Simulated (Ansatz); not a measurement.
PBE exchange is replaced step by step with exact exchange (0 % is PBE, 25 % PBE0; no dispersion term), basis def2-TZVP, Ansatz. System: FeCl₂ (the lowest singlet isomer of a short search). The state is a singlet with charge 0. Geometry: r2SCAN-D4/def2-TZVP.

Geometry of the singlet:

```
atom   x (Å)   y (Å)   z (Å)
 Fe1  -0.001  -0.001   0.000
 Cl2  -1.365   1.111  -1.067
 Cl3   1.366  -1.110   1.067
```

At PBE-D4/def2-TZVP, PBE0-D4/def2-TZVP the restricted singlet is unstable: a solution with broken spin symmetry lies lower. At PBE-D4/def2-TZVP an occupied level of the charge 0 singlet lies above an empty one (by up to 0.01 eV), so this SCF solution is probably not the lowest. The restricted singlet is unstable towards broken spin symmetry at other levels; at PBE with 5 % exact exchange/def2-TZVP, PBE with 10 % exact exchange/def2-TZVP, PBE with 15 % exact exchange/def2-TZVP, PBE with 35 % exact exchange/def2-TZVP and others this wasn't settled. The geometry of the singlet was relaxed on an unsound state (restricted singlet, unstable towards broken spin symmetry). At PBE0-D4/def2-TZVP a quintet of charge 0 lies 3.68 eV below the restricted singlet, each at its own geometry. The structure comes from a short search, and lower isomers may exist.

```json
{"exact exchange (%)": "0", "HOMO (eV)": "-5.89", "LUMO (eV)": "-5.89", "gap (eV)": "-0.01"}
{"exact exchange (%)": "5", "HOMO (eV)": "-6.49", "LUMO (eV)": "-5.62", "gap (eV)": "0.87"}
{"exact exchange (%)": "15", "HOMO (eV)": "-7.49", "LUMO (eV)": "-5.04", "gap (eV)": "2.44"}
{"exact exchange (%)": "25", "HOMO (eV)": "-8.42", "LUMO (eV)": "-4.41", "gap (eV)": "4.01"}
{"exact exchange (%)": "35", "HOMO (eV)": "-9.32", "LUMO (eV)": "-3.71", "gap (eV)": "5.61"}
{"exact exchange (%)": "50", "HOMO (eV)": "-10.59", "LUMO (eV)": "-2.56", "gap (eV)": "8.03"}
```

(1) Estimate the row for 10 %.

Results:

(1) 
```csv
exact exchange (%),HOMO (eV),LUMO (eV),gap (eV)
10,-7.02,-5.34,1.68
```
